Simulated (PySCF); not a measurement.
How methods differ on the excitation energy of O(2+)

O(2+) [He] 2s2 2p2 (3P) → O(2+) [He] 2s2 2p1 3d1 (high-spin determinant), as a difference of total energies. Computed with PySCF 2.14 in aug-cc-pwCVDZ (5s4p2d, 27 functions), with no relativity, point nucleus. Correlated levels: valence: 1s2 frozen; valence and next inner shell: nothing frozen. The calculations carry no spin-orbit coupling.

| method | excitation energy (cm⁻¹) |
| --- | --- |
| UHF | 357000 |
| LDA | 347880 |
| PBE | 344870 |
| PBE0 | 348570 |
| r2SCAN | 351770 |
| M06-L | 348940 |
| r2SCANh | 352430 |
| BP86 | 344160 |
| PBEsol | 345040 |
| MP2 (valence) | 340250 |
| SCS-MP2 (valence) | 336370 |
| MP2 (valence and next inner shell) | 340360 |
| SCS-MP2 (valence and next inner shell) | 336400 |

A first-order spin-orbit estimate (lowest level to lowest level, LS coupling) adds 0.006 eV.

The promoted electron is Rydberg-like, and one or two diffuse shells describe it only roughly, which tends to raise the upper state.

The determinant of the upper state mixes LS terms, which raises its energy above the lowest term, most at the Hartree-Fock and MP2 levels.
